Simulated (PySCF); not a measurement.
Sb: excitation energy

Sb [Kr] 4d10 5s2 5p3 (4S) → Sb [Kr] 4d10 5s2 5p2 5d1 (high-spin determinant), as a difference of total energies. Computed with PySCF 2.14 in aug-cc-pwCVDZ-PP with ECP28MDF, with a scalar-relativistic core potential. Correlated levels: valence: 4s2 4p6 4d10 frozen; valence and next inner shell: nothing frozen outside the core potential. The calculations carry no spin-orbit coupling.

```json
{"method": "UHF", "excitation energy (eV)": "8.128"}
{"method": "LDA", "excitation energy (eV)": "7.576"}
{"method": "PBE", "excitation energy (eV)": "7.426"}
{"method": "PBE0", "excitation energy (eV)": "7.678"}
{"method": "r2SCAN", "excitation energy (eV)": "7.868"}
{"method": "BLYP", "excitation energy (eV)": "7.370"}
{"method": "HSE06", "excitation energy (eV)": "7.636"}
{"method": "M06-L", "excitation energy (eV)": "7.543"}
{"method": "PBEsol", "excitation energy (eV)": "7.489"}
{"method": "MP2 (valence)", "excitation energy (eV)": "8.204"}
{"method": "SCS-MP2 (valence)", "excitation energy (eV)": "8.145"}
{"method": "MP2 (valence and next inner shell)", "excitation energy (eV)": "8.322"}
{"method": "SCS-MP2 (valence and next inner shell)", "excitation energy (eV)": "8.219"}
```

Q: How much does correlation contribute at MP2 (valence and next inner shell)?

A: 8.322 − (8.128) = 0.194 eV, measured against UHF.

The promoted electron is Rydberg-like, and one or two diffuse shells describe it only roughly, which tends to raise the upper state.

In the upper state the promoted electron has a positive orbital energy at LDA, PBE, PBE0, r2SCAN, BLYP, HSE06, M06-L, PBEsol, so the basis confines it.

The determinant of the upper state mixes LS terms, which raises its energy above the lowest term, most at the Hartree-Fock and MP2 levels.
